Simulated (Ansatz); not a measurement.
The cluster PbO4⁺. Charge 1, multiplicity 2. Geometry PBE-D4/def2-SVP, that of the neutral singlet.

Cartesian coordinates in Å:
```
Pb 0.558 -1.152 1.229
O 0.542 1.002 0.884
O -0.459 -1.174 -0.701
O -0.490 1.089 -0.229
O -0.151 0.235 -1.184
```

In the def2 sets Pb takes a core potential; there is no spin–orbit coupling. The structure holds 3 bonds between oxygen atoms, so isomers without such links may lie far lower. The structure comes from a short search, and lower isomers may exist.

**Question.** Estimate the α-spin orbital energies around the gap (eV) in Ansatz with PBE-D4/def2-TZVP, r2SCAN-D4/def2-TZVP, PBE0-D4/def2-TZVP.

**Answer.** 
```tsv
orbital	PBE-D4/def2-TZVP	r2SCAN-D4/def2-TZVP	PBE0-D4/def2-TZVP
HOMO−5	-16.05	-16.53	-17.82
HOMO−4	-15.12	-15.55	-16.83
HOMO−3	-14.39	-14.81	-16.15
HOMO−2	-13.61	-14.03	-15.37
HOMO−1	-13.58	-14.00	-15.36
HOMO	-13.25	-13.71	-14.95
LUMO	-9.18	-8.98	-8.44
LUMO+1	-9.00	-8.82	-7.82
LUMO+2	-8.81	-8.59	-7.35
LUMO+3	-7.24	-6.89	-6.14
LUMO+4	-6.65	-6.25	-5.88
LUMO+5	-5.27	-4.79	-3.48
β HOMO	-13.04	-13.25	-14.23
β LUMO	-12.32	-12.28	-11.47
```
